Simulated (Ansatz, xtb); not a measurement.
# FGeH6NP+: which of two structures lies lower

Structure a is a singlet given by its coordinates and structure b is `[NH3+][GeH2][PH]F`, a singlet. Both are isolated ions in the gas phase, relaxed with PBE0-D3(BJ)/def2-SVP; the shapes shown needn't be the lowest conformers.

a (Å):

```json
{"atom": "F", "x (Å)": "-1.1405", "y (Å)": "-0.5983", "z (Å)": "-1.0725"}
{"atom": "Ge", "x (Å)": "-0.1079", "y (Å)": "-1.1903", "z (Å)": "0.2214"}
{"atom": "N", "x (Å)": "0.4494", "y (Å)": "-2.7750", "z (Å)": "-1.1482"}
{"atom": "P", "x (Å)": "1.7545", "y (Å)": "0.3837", "z (Å)": "-0.8089"}
{"atom": "H", "x (Å)": "1.4385", "y (Å)": "-3.0317", "z (Å)": "-1.2094"}
{"atom": "H", "x (Å)": "0.1269", "y (Å)": "-2.5010", "z (Å)": "-2.0825"}
{"atom": "H", "x (Å)": "-0.0577", "y (Å)": "-3.6316", "z (Å)": "-0.9023"}
{"atom": "H", "x (Å)": "3.0944", "y (Å)": "0.3883", "z (Å)": "-0.3505"}
{"atom": "H", "x (Å)": "1.3631", "y (Å)": "1.7166", "z (Å)": "-0.5383"}
{"atom": "H", "x (Å)": "1.9238", "y (Å)": "0.4342", "z (Å)": "-2.2149"}
```

Close contacts (Å): F1–Ge2 1.76, Ge2–N3 2.17, Ge2–P4 2.65, N3–H5 1.02, N3–H6 1.03, N3–H7 1.03, P4–H8 1.42, P4–H9 1.42, P4–H10 1.42.

b (Å):

```yaml
atoms:
  - { symbol: F, position_ang: [2.3399, -1.6970, 0.8493] }
  - { symbol: Ge, position_ang: [0.6493, 0.1513, -0.5507] }
  - { symbol: N, position_ang: [-0.4039, -1.3494, 0.2893] }
  - { symbol: P, position_ang: [2.6597, -1.0668, -0.6428] }
  - { symbol: H, position_ang: [-1.2107, -1.0218, 0.8314] }
  - { symbol: H, position_ang: [-0.7513, -2.0332, -0.3919] }
  - { symbol: H, position_ang: [0.2281, -1.8478, 0.9331] }
  - { symbol: H, position_ang: [-0.1289, 0.4243, -1.8370] }
  - { symbol: H, position_ang: [0.5023, 1.2057, 0.5486] }
  - { symbol: H, position_ang: [3.4206, 0.0692, -0.2166] }
```

Question: Which of the two would you expect CCSD(T)/def2-SVP + ΔMP2/def2-TZVPP electronic energies to favour?

Answer: Structure a; the calculation gives E(b) − E(a) = +68.4 kJ/mol.

How the difference moves with the method:

```csv
level,geometry,E(b) − E(a) (kJ/mol),departure from the last row (kJ/mol),"job, with rough time for the two"
GFN2-xTB,GFN2-xTB,+153.3,+84.9,"optimisation, 0.16 s"
HF/STO-3G,GFN2-xTB,−27.0,−95.5,"single point, 0.3 s"
r2SCAN-D4/def2-SVP,GFN2-xTB,+92.6,+24.2,"single point, 1.9 s"
PBE0-D3(BJ)/def2-SVP,PBE0-D3(BJ)/def2-SVP,+85.2,+16.7,"optimisation, 34 s"
HF/def2-SVP,PBE0-D3(BJ)/def2-SVP,+83.5,+15.1,part of the CCSD(T) run
MP2/def2-SVP,PBE0-D3(BJ)/def2-SVP,+81.2,+12.8,part of the CCSD(T) run
CCSD(T)/def2-SVP,PBE0-D3(BJ)/def2-SVP,+82.7,+14.3,single point
CCSD(T)/def2-SVP + ΔMP2/def2-TZVPP,PBE0-D3(BJ)/def2-SVP,+68.4,,"single point, 19 s"
```

HF/STO-3G puts the two in the other order. The largest departure from CCSD(T)/def2-SVP + ΔMP2/def2-TZVPP is that of HF/STO-3G, 95.5 kJ/mol. The last row adds to CCSD(T) the change of the MP2 difference between the two basis sets, here −14.3 kJ/mol, a large step that makes the value less sure.

With harmonic frequencies from PBE0-D3(BJ)/def2-SVP (ideal gas, rigid rotor, one conformer each, 298.15 K, 1 atm): the zero-point term adds +2.5 kJ/mol; ΔH is +67.0 and ΔG +76.6 kJ/mol.

The correlated steps freeze 16 core orbitals; the filled d shell of Ge is correlated, in a basis made for valence electrons. Programs: Ansatz 0.2.0, xtb 6.7.1; the last row on 2 threads of Intel(R) Xeon(R) 6975P-C (Granite Rapids) on a shared host.
